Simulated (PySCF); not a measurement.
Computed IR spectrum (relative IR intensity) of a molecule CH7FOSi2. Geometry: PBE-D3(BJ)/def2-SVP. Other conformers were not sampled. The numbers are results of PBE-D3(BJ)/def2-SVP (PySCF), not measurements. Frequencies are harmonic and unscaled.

Lines under 2 % of the strongest are left out, and lines within 2 cm⁻¹ are merged.

ν (cm⁻¹): 476 (vw), 713 (m), 835 (w), 860 (vs), 913 (m), 916 (w), 925 (s), 968 (s), 1034 (w), 1056 (vs), 2155 (w), 2161 (w), 2167 (m), 2170 (s), 2190 (m), 2950 (w), 3008 (w) (against the strongest line: vs over 80 %, s over 45 %, m over 15 %, w over 4 %, vw less)

**Question.** Pick the molecule that these values belong to.
A) OC[Si@H](F)[SiH3]
B) FC[SiH2]O[SiH3]
C) C[Si@@](O)(F)[SiH3]
D) C[Si@@H](O)[SiH2]F

**Answer.** B, FC[SiH2]O[SiH3]
